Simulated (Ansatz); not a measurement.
Cl2Hg (SMILES [Cl][Hg][Cl]) moved off its minimum; all values from Ansatz (a quantum-chemistry and plane-wave program), cores frozen in correlated methods. Elements past Kr take the def2 small-core potentials, without spin–orbit coupling.
(charge 0, multiplicity 1)
```xyz
3

Hg     0.04134    -0.02365     0.02285
Cl    -0.04263     0.02819    -2.28120
Cl     0.05177     0.00703     2.35017
```

Question: Give the forces (eV/Å), the total energy and the dipole at CCSD(T)/def2-TZVPPD.

Answer: 
| atom | Fx | Fy | Fz |
|---|---|---|---|
| Hg1 | -0.080 | 0.094 | 0.275 |
| Cl2 | 0.053 | -0.048 | 0.611 |
| Cl3 | 0.027 | -0.046 | -0.886 |
Energy -1072.4579 hartree, dipole 0.17 D.
